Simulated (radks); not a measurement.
Task: Hf XVII, configuration [Kr] 4d10 4f10 (the NIST ground configuration). Method: Dirac Kohn-Sham, Slater X-alpha with alpha = 1.02, spin-unpolarised, spherical densities, finite nucleus; open shells fill j = l - 1/2 first; Fermi nuclear charge, rms radius 5.347 fm; computed with a radial shooting solver on a logarithmic mesh with Libxc functionals. Some entries of the table are withheld. Estimate them.

orbital  occ.  eigenvalue (Ry)  r(max) (bohr)  <r^2> (bohr^2)
1s1/2       2        -4842.726        0.01189       0.0004937
2s1/2       2        -855.0710        0.06807        0.007535
2p1/2       2        -819.7314        0.05070        0.005384
2p3/2       4        -731.0092        0.05732        0.006583
3s1/2       2        -217.4042         0.1915         0.04913
3p1/2       2        -201.4216         0.1793         0.04507
3p3/2       4        -182.2832         0.1929         0.05164
3d3/2       4        -154.8658            (1)         0.04007
3d5/2       6        -150.6576            (2)         0.04188
4s1/2       2        -65.70533         0.4331          0.2379
4p1/2       2        -59.01926         0.4324          0.2436
4p3/2       4        -54.44785         0.4602          0.2753
4d3/2       4        -43.27276            (3)          0.2908
4d5/2       6        -42.39343            (4)          0.3015
4f5/2       6        -28.17898         0.4215          0.3329
4f7/2       4        -27.99477         0.4253          0.3384

Result: 
(1) 3d3/2 r(max) (bohr): 0.1512
(2) 3d5/2 r(max) (bohr): 0.1550
(3) 4d3/2 r(max) (bohr): 0.4551
(4) 4d5/2 r(max) (bohr): 0.4637
